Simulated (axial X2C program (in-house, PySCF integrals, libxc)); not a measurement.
Low determinants of ScF⁺ at the PBE0 level, spin-free

Calculated with an axial X2C code built on PySCF integrals. Spin-free means the one-electron spin-free X2C Hamiltonian. Basis: Sc dyall-cv3z [10s11p7d5f2g], F dyall-av3z [7s6p3d2f] (cores contracted in-house); Gaussian nuclei, density fitting, unrestricted open shells. Masses: Sc 44.956 u, F 18.998 u.

Search at 1.783 Å (vertical energies from the lowest determinant):

| ΔE (eV) | state | electrons beyond evenly filled partner blocks | electrons in σ, π, δ, φ |
| --- | --- | --- | --- |
| 0.00 | M_S = 1/2, Λ = 2 | δ+α | 16 12 1 0 |
| 0.33 | M_S = 1/2, Λ = 0 | σα | 17 12 0 0 |
| 0.62 | M_S = 1/2, Λ = 1 | π+α | 16 13 0 0 |
| 7.37 | M_S = 3/2, Λ = 1 | σα, π+α, π-α, π-β, δ+α | 17 11 1 0 |
| 7.37 | M_S = 3/2, Λ = 3 | σα, π+α, π+β, π-α, δ+α | 17 11 1 0 |

Lowest determinant, M_S = 1/2, Λ = 2 (beyond evenly filled blocks: δ+α): Re = 1.778 Å, ωe = 760.7 cm⁻¹.

The determinant in row 2 of the search, M_S = 1/2, Λ = 0 (beyond evenly filled blocks: σα), was followed along the bond at PBE0; measured from the minimum of the lowest determinant it gives:

Te = 0.313 eV (2520 cm⁻¹), Re = 1.749 Å, ωe = 766.5 cm⁻¹.

Problem. Compare the bond of the determinant in row 2 with that of the lowest one.

Solution. At PBE0 its Re is 0.029 Å shorter and its force constant, which goes as ωe², is 1.02 times that of the lowest determinant. T0 ≈ Te + Δωe/2 = 2520 + (3) = 2523 cm⁻¹.

The search compares states at one distance, so a state with another bond length can lie lower; it is not exhaustive and yields mostly the lowest determinant of each block pattern, so other components and higher states of one pattern are missing. These are energies of single determinants, not of spin-adapted states; PBE0 term energies can be off by some tenths of an eV, and the functional has no current term. The lowest determinant need not be the ground state where others lie within half an eV.
